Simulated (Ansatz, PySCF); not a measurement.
BrHSeTe. Atoms are numbered in the order given.

```xyz
4

Te    -0.0570    -0.0590     0.9003
Br     1.7340     1.0273    -0.5232
Se    -1.6679    -0.9022    -0.8080
H     -1.0175    -2.2085    -1.0313
```

The structure is a stationary point at PBE0-D3(BJ)/def2-SVP. The structure was generated by enumeration, and PubChem lists no compound with its InChIKey, so it may never have been made. The def2 effective core potentials stand for the cores of Te; spin–orbit coupling is left out. Other conformers were not sampled.

Vertical ionisation energy (IE) and electron affinity (EA) in eV. Rows of orbital energies are one-electron estimates. Where ΔSCF, EOM or ADC give a negative EA the extra electron is unbound and the value depends on the basis.

| level | IE | EA |
|---|---|---|
| −ε(HOMO), −ε(LUMO), B3LYP/def2-TZVPD (PySCF) | 6.44 | 2.99 |
| −ε(HOMO), −ε(LUMO), PBE/def2-TZVPD (PySCF) | 5.57 | 3.51 |
| ΔSCF, PBE0/def2-SVPD (Ansatz), final states of multiplicity 2 and 2 | 8.61 | 1.21 |
| ΔSCF, PBE/def2-SVPD (Ansatz), final states of multiplicity 2 and 2 | 8.37 | 1.14 |

**Question.** What vertical singlet–triplet gap does ΔSCF give with PBE0/def2-SVPD (Ansatz, a program for electronic structure) and with PBE/def2-SVPD (Ansatz)? (An estimate is asked for; the answer gives what the named calculation found.)

**Answer.** 1.87 and 1.82 eV (triplet above singlet where positive).
